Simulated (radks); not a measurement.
Excited configurations of neutral bromine: one electron is placed in a higher orbital outside [Ar] 3d10 4s2 4p4. The ground configuration is [Ar] 3d10 4s2 4p5. All-electron calculation, scalar-relativistic Kohn-Sham, PBEsol, spin-polarised, spherical densities, finite nucleus; open shells are filled with parallel spins first; Fermi nuclear charge, rms radius 4.1629 fm. Program: a radial shooting solver on a logarithmic mesh with Libxc functionals. Excitation = E - E(ground); binding = E(ion) - E, where the ion is the core of charge +1; n* = 1/sqrt(2 binding) in atomic units, and the quantum defect is n - n*.

[
 {"outer orbital": "4d", "excitation (eV)": "9.846", "binding (eV)": "2.017", "quantum defect": "1.403", "eigenvalue (eV)": "-0.674", "<r> (bohr)": "7.347"},
 {"outer orbital": "5p", "excitation (eV)": "9.280", "binding (eV)": "2.584", "quantum defect": "2.705", "eigenvalue (eV)": "-1.421", "<r> (bohr)": "7.482"},
 {"outer orbital": "6f", "excitation (eV)": "11.388", "binding (eV)": "0.476", "quantum defect": "0.652", "eigenvalue (eV)": "-0.305", "<r> (bohr)": "42.97"}
]

The Delta-SCF ionisation energy is 11.864 eV (NIST Atomic Spectra Database: 11.814 eV, measured). Self-interaction in the functional shifts the binding energies and quantum defects, so they are the method's values and not measured ones. Open shells are spherical and high-spin; term and fine-structure splittings are not resolved.
